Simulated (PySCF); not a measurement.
## Two-photon absorption: `CCCC(=O)NC`, C$_{5}$H$_{11}$NO

Cartesian coordinates in Å; atom numbers follow the order of the lines, from 1:
```xyz
18

C    -3.080   -0.359   -0.095
C    -1.665   -0.642   -0.571
C    -0.605   -0.032    0.327
C     0.811   -0.322   -0.142
O     1.051   -0.985   -1.132
N     1.786    0.221    0.640
C     3.185    0.052    0.357
H    -3.255   -0.761    0.916
H    -3.285    0.724   -0.057
H    -3.827   -0.812   -0.764
H    -1.490   -1.728   -0.638
H    -1.520   -0.266   -1.596
H    -0.735    1.064    0.391
H    -0.713   -0.404    1.362
H     1.510    0.760    1.449
H     3.712   -0.465    1.176
H     3.260   -0.560   -0.551
H     3.687    1.017    0.173
```

Theory: TDDFT CAM-B3LYP/aug-cc-pVDZ excited states, vertical, gas phase in PySCF. Geometry: PBE0-D3(BJ)/def2-SVP.

Singlets 4 and 5 lie within 0.01 eV of each other, so their separate moments and overlaps can depend on how they mix.

Problem. Give the one- and two-photon strengths of the lowest singlets.

Solution. δ for parallel linear polarisation; σ at the peak of a Lorentzian of half width 0.1 eV, single beam; Ω is circular over linear.
```
state  E (eV)      f  photon λ (nm)  δ (au)  σ (GM)     Ω                                     main
   S1    5.84  0.000            425    0.45    0.01  1.50  HOMO−1→LUMO+12 0.50, HOMO−1→LUMO+7 0.21
   S2    6.02  0.000            412    15.5    0.21  1.50                           HOMO→LUMO 0.83
   S3    6.53  0.009            380    4.31    0.07  1.44                         HOMO−1→LUMO 0.82
   S4    6.98  0.056            355    86.4    1.54  0.66       HOMO→LUMO+3 0.60, HOMO→LUMO+9 0.09
   S5    6.99  0.020            355    48.5    0.87  1.36                         HOMO→LUMO+2 0.68
   S6    7.18  0.006            345    46.5    0.88  1.36   HOMO−1→LUMO+2 0.62, HOMO−1→LUMO+4 0.10
```

Among these, the strongest one-photon state is S4, the strongest two-photon state S4, with a dipole change of 3.9 D (relaxed, norm of the difference vector).
